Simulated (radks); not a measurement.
The indium ion In20+, 29 electrons, occupied as [Ar] 3d10 4s1. All-electron calculation, non-relativistic Kohn-Sham, LDA (Slater exchange, Perdew-Wang correlation), spin-unpolarised, spherical densities, point nucleus; relativity is left out, which matters for an element this heavy. Program: a radial shooting solver on a logarithmic mesh with Libxc functionals.

Unscreened Slater integrals over Kohn-Sham orbitals (eV).

| integral | value |
|---|---|
| F0(4s,4s) | 32.497 |
| F0(4s,3d) | 41.038 |
| G2(4s,3d) | 3.7535 |
| F0(4s,3p) | 40.425 |
| G1(4s,3p) | 3.9697 |
| F0(4s,3s) | 40.205 |
| G0(4s,3s) | 2.9703 |
| F0(3d,3d) | 78.189 |
| F2(3d,3d) | 39.361 |
| F4(3d,3d) | 25.203 |
| F0(3d,3p) | 73.446 |
| F2(3d,3p) | 35.467 |
| G1(3d,3p) | 39.797 |
| G3(3d,3p) | 25.873 |
| F0(3d,3s) | 72.113 |
| G2(3d,3s) | 29.289 |
| F0(3p,3p) | 70.554 |
| F2(3p,3p) | 35.680 |
| F0(3p,3s) | 69.400 |
| G1(3p,3s) | 45.344 |
| F0(3s,3s) | 68.453 |
